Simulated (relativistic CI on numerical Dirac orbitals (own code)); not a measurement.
Ce⁴¹⁺: sensitivity of the levels to the model

Base calculation: Dirac-Coulomb-Breit CI, separate exchange-only KLI orbitals for each configuration, model QED (radiative potential, 1s self-energy scaled to tabulated hydrogen-like ionisation energies), unscaled Slater integrals.

CI space (outside the closed core [Ne]): 3s2 3p5, 3s 3p6, 3s2 3p4 3d, 3s 3p5 3d, 3p6 3d, 3s 3p4 3d2, 3s2 3p3 3d 4p, 3p6 4s, 3s 3p4 3d 4s, 3s2 3p4 4s, 3p6 4p, 3s2 3p4 4p, 3s2 3p3 3d2, 3s2 3p2 3d3, 3s 3p3 3d3, 3s2 3p2 3d2 4s, 3s2 3p2 3d2 4p. Double excitations out of closed p, d and f shells are left out; levels of such configurations are missing from the list, as are those of other unlisted configurations, and high levels can miss mixing partners.

The lowest level and the first level of each name with at least 55 % of one term (blank where a level has no safe partner in the second run):

```tsv
Level	Base (cm⁻¹)	Shift (cm⁻¹)
3s2 3p5 2P°_3/2	0	0
3s2 3p5 2P°_1/2	877317	+10998
3s2 3p4 3d 2D_3/2	1550351	+5524
3s2 3p4 3d 4F_9/2	1613990	+15250
3s 3p6 2S_1/2	1991349	+4727
3s2 3p4 3d 4D_1/2	2192894	+16288
3s2 3p4 3d 2G_7/2	2327083	+20834
3s2 3p4 3d 2G_9/2	2517248	+27816
```

At this charge energies of transitions that change n are usually good to better than 1 %, and those within a shell (Δn = 0) to a few per cent.

Q: One thing was changed in a second run, which moved the levels as shown. Which?
A. one mean potential for all configurations
B. configuration mixing switched off
C. P86 correlation estimate
D. QED terms removed
E. Breit term removed

A: E. Breit term removed. The Breit term mainly narrows fine-structure intervals, so removing it widens them.

LS names give the leading component of a level, which can be under half, so a name can repeat, a term be missing and a line seem to break the LS rules.
